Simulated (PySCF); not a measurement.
Ionisation energy along the 17-electron series

Calculated with PySCF 2.14 and a two-component X2C-1e Hamiltonian (Gaussian nucleus, no Breit or QED terms), each ion in its own even-tempered basis scaled to its charge; GMP2 freezes 1s2 and drops the highest virtual spinors. Values in eV. NIST values: (m) measured, (s) semi-empirical, (t) theoretical.

```tsv
ion	configuration	GHF (spin-free)	GMP2 (spin-free)	GHF (screened spin-orbit)	GMP2 (screened spin-orbit)	NIST
Eu⁴⁶⁺	[Ne] 3s2 3p5	3970.6	3971.7	3923.6	3924.7	3921 ± 4 (t)
Gd⁴⁷⁺	[Ne] 3s2 3p5	4133.1	4134.2	4082.5	4083.5	4080 ± 4 (t)
Tb⁴⁸⁺	[Ne] 3s2 3p5	4299.1	4300.2	4244.5	4245.6	4242 ± 4 (t)
```

Between Z = 63 and Z = 65 the GMP2 (screened spin-orbit) value grows as Z to the power 2.52.
